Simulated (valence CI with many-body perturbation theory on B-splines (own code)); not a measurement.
## Pd VIII: calculated level list

Calculated by valence CI with perturbative core correlation (CI+MBPT): three valence electrons over a frozen Dirac-Fock core [Kr], radial functions for each j: 9 s, 9 p, 10 d, 8 f, 5 g, 3 h, 1 i, with the one-electron correlation potential Σ1 (screened to all orders), the two-electron term Σ2, the three-electron term Σ3, Breit, model QED; selected single and double excitations, second order for the rest, scaled by the run's own slope (own B-spline code, finite nucleus).

No measured levels were compared; by estimate terms of the open shell hold to 2 to 4 % of their energy, and close levels can change places; different configurations can be misplaced against each other by 1,000 to 8,000 cm⁻¹. Core correlation moves these levels by up to 15000 cm⁻¹, and in measured spectra 5 to 20 % of such shifts remained as error; rates that hang on mixing are uncertain with them. The list stops below the first excitations out of the core.

Levels 1 to 34 of 34, with energies above the lowest level, 4d³ ⁴F_3/2. "Leading %" is the weight of the configuration and term that name the level; weights of strongly mixed levels are sums over their largest components and can fall short. In the jj column 3d3/2^4 stands for four electrons in 3d with j = 3/2. Lifetimes count E1, E2, E3, M1 and M2 decay at the calculated energies, and are blank where another channel may lead or the interval is too uncertain; long ones can be off by a factor of two.

```
No.  Configuration  Term     J  E (cm⁻¹)  Leading %  Second component  Lifetime             Leading jj
  1            4d³    ⁴F   3/2       0.0         96                                     4d3/2^3 (50 %)
  2            4d³    ⁴F   5/2      2471         98                      1.57 s   4d3/2^2 4d5/2 (83 %)
  3            4d³    ⁴F   7/2      5281         98                      1.07 s   4d3/2 4d5/2^2 (68 %)
  4            4d³    ⁴F   9/2      8125         93        6 % 4d³ ²G    1.68 s   4d3/2 4d5/2^2 (51 %)
  5            4d³    ⁴P   3/2     16718         72       21 % 4d³ ²P    530 ms   4d3/2^2 4d5/2 (64 %)
  6            4d³    ⁴P   1/2     17213         88       11 % 4d³ ²P    4.52 s   4d3/2^2 4d5/2 (84 %)
  7            4d³    ²G   7/2     19805         97                      143 ms   4d3/2 4d5/2^2 (52 %)
  8            4d³    ²G   9/2     20781         53       41 % 4d³ ²H    142 ms   4d3/2^2 4d5/2 (74 %)
  9            4d³    ⁴P   5/2     20935         97                      769 ms   4d3/2 4d5/2^2 (64 %)
 10            4d³    ²D   3/2     25015         53       23 % 4d³ ⁴P   50.9 ms   4d3/2 4d5/2^2 (79 %)
 11            4d³    ²P   1/2     26408         88       11 % 4d³ ⁴P    152 ms   4d3/2 4d5/2^2 (84 %)
 12            4d³    ²H  11/2     27646        100                      515 ms  4d3/2 4d5/2^2 (100 %)
 13            4d³    ²H   9/2     28199         58       40 % 4d³ ²G    110 ms         4d5/2^3 (53 %)
 14            4d³    ²D   5/2     30446         96                     65.9 ms   4d3/2 4d5/2^2 (59 %)
 15            4d³    ²P   3/2     32984         56       38 % 4d³ ²D   53.5 ms         4d5/2^3 (86 %)
 16            4d³    ²F   7/2     40829         98                      127 ms   4d3/2 4d5/2^2 (79 %)
 17            4d³    ²F   5/2     41422         96                      173 ms   4d3/2 4d5/2^2 (49 %)
 18            4d³    ²D   5/2     63735         96                     17.6 ms         4d5/2^3 (45 %)
 19            4d³    ²D   3/2     64205         99                     22.5 ms   4d3/2 4d5/2^2 (87 %)
 20          4d²5s    ⁴F   3/2    264960         97                     5.44 μs      4d3/2^2 5s (81 %)
 21          4d²5s    ⁴F   5/2    266770         91      6 % 4d²5s ²F   5.20 μs      4d3/2^2 5s (57 %)
 22          4d²5s    ⁴F   7/2    270060         96                     5.25 μs  4d3/2 4d5/2 5s (91 %)
 23          4d²5s    ⁴F   9/2    273830         98                     5.26 μs      4d5/2^2 5s (69 %)
 24          4d²5s    ²F   5/2    275930         87      7 % 4d²5s ⁴F   3.42 μs  4d3/2 4d5/2 5s (69 %)
 25          4d²5s    ²F   7/2    281660         93                     3.32 μs      4d5/2^2 5s (54 %)
 26          4d²5s    ⁴P   1/2    282860         97                     4.36 μs      4d3/2^2 5s (55 %)
 27          4d²5s    ⁴P   5/2    283770         56     38 % 4d²5s ²D   4.27 μs  4d3/2 4d5/2 5s (89 %)
 28          4d²5s    ⁴P   3/2    284090         81     17 % 4d²5s ²D   4.37 μs  4d3/2 4d5/2 5s (93 %)
 29          4d²5s    ²D   3/2    286750         66     17 % 4d²5s ⁴P   4.16 μs  4d3/2 4d5/2 5s (63 %)
 30          4d²5s    ²D   5/2    290680         54     43 % 4d²5s ⁴P   4.23 μs      4d5/2^2 5s (97 %)
 31          4d²5s    ²P   1/2    292160         97                     3.41 μs  4d3/2 4d5/2 5s (75 %)
 32          4d²5s    ²G   9/2    293650         98                     4.06 μs  4d3/2 4d5/2 5s (69 %)
 33          4d²5s    ²G   7/2    293890         96                     4.06 μs  4d3/2 4d5/2 5s (62 %)
 34          4d²5s    ²P   3/2    296150         85     13 % 4d²5s ²D   3.48 μs      4d5/2^2 5s (73 %)
```

Names give the largest LS component (configuration and term), which can be under half, so a name can repeat, a term be missing and a line seem to break the LS rules; names also repeat where a configuration has a term twice.

The ionisation energy to 4d² ³F2 of the next ion comes out as 121.21 eV (NIST: 120 ± 2.1 eV (theoretical)). All 34 levels together are meant to be complete up to 324190 cm⁻¹.
